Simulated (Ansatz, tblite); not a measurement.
Cost and result up the ladder for the cluster BiF₃ (the lowest singlet isomer of a short search) (4 atoms). The state is a singlet with charge 0. Geometry: PBE-D4/def2-TZVP.

```xyz
4

Bi   -0.2213    0.7407   -0.0124
F     0.6886   -0.0361    1.6136
F    -1.5716   -0.7428   -0.2380
F     1.1043    0.0382   -1.3632
```

Ansatz on 4 threads of Arm Neoverse V1 on a shared host; xTB runs through tblite on one thread. Times are rough, summed over both states, and most runs start from the orbitals of an earlier one. PBE0-D4/def2-TZVP serves as the yardstick here, not as an exact answer. The other state is a doublet.

In the def2 sets Bi takes a core potential; there is no spin–orbit coupling. The xTB rows come from tblite. Correlated methods freeze 7 core orbitals; core or outer-core shells of Bi are correlated, in sets that lack core-valence functions. In CCSD on the charge 1 doublet the largest single amplitude is 0.63, so its Hartree–Fock determinant may place the open shell otherwise than the density functionals do. The structure comes from a short search, and lower isomers may exist.

Run but left out: HF/def2-TZVPP, MP2/def2-TZVPP (charge +1 doublet: a determinant that CCSD turns far, T1 0.087).

Correlated methods converge slowly with the basis.

Raw xTB energies of ions are shifted by several eV.

```json
{"level": "PBE-D4/def2-TZVP", "functions": "143", "vertical IE (eV)": "11.99", "difference from PBE0-D4/def2-TZVP (eV)": "-0.47", "remarks": "–"}
{"level": "r2SCAN-D4/def2-TZVP", "functions": "143", "vertical IE (eV)": "12.23", "difference from PBE0-D4/def2-TZVP (eV)": "-0.23", "remarks": "–"}
{"level": "CCSD(T)/def2-TZVPP", "functions": "143", "vertical IE (eV)": "12.74", "difference from PBE0-D4/def2-TZVP (eV)": "0.28", "remarks": "large T1 (0.087) (+1 doublet)"}
{"level": "PBE0-D4/def2-TZVP (with forces)", "functions": "143", "vertical IE (eV)": "12.46", "difference from PBE0-D4/def2-TZVP (eV)": "0.00", "remarks": "–"}
{"level": "GFN2-xTB", "functions": "16", "vertical IE (eV)": "16.56", "difference from PBE0-D4/def2-TZVP (eV)": "4.10", "remarks": "–"}
{"level": "GFN1-xTB", "functions": "16", "vertical IE (eV)": "17.14", "difference from PBE0-D4/def2-TZVP (eV)": "4.67", "remarks": "–"}
```

**Question.** Estimate how long each takes.

**Answer.** GFN1-xTB 0.004 s; GFN2-xTB 0.005 s; PBE-D4/def2-TZVP 2.5 s; PBE0-D4/def2-TZVP (with forces) 3.6 s; r2SCAN-D4/def2-TZVP 5.9 s; CCSD(T)/def2-TZVPP 3 min. On shared hardware such times vary by a factor of up to 3.
